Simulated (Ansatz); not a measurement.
Isomers of BClH6OSi2, relaxed with PBE0-D4/def2-TZVP in Ansatz; electronic energies, one conformer each and not always the lowest. Functionals use def2-TZVPP; CBS adds triple-zeta CCSD(T) − MP2 to the MP2 limit of def2-TZVPP and def2-QZVPP.

Problem. Order them by energy at frozen-core CCSD(T)/CBS, lowest first. (Best estimate.)
A. `B[Si](O)([SiH3])Cl`
B. `BO[SiH]([SiH3])Cl`
C. `B[SiH](Cl)O[SiH3]`

Solution. B (0.0 kJ/mol), C (49.2 kJ/mol), A (165.9 kJ/mol).

Problem. How do ωB97M-V, PBE0-D4, B3LYP, MP2/CBS(def2) place them (kJ/mol, against `BO[SiH]([SiH3])Cl`)? (Estimate.)

Solution. The calculation gave: 
```csv
isomer,ωB97M-V,PBE0-D4,B3LYP,MP2/CBS(def2)
`B[SiH](Cl)O[SiH3]`,51.7,60.5,53.4,47.0
`B[Si](O)([SiH3])Cl`,164.0,148.7,170.0,167.6
```

B3LYP here is the variant with VWN-RPA as its local correlation; programs differ in this.
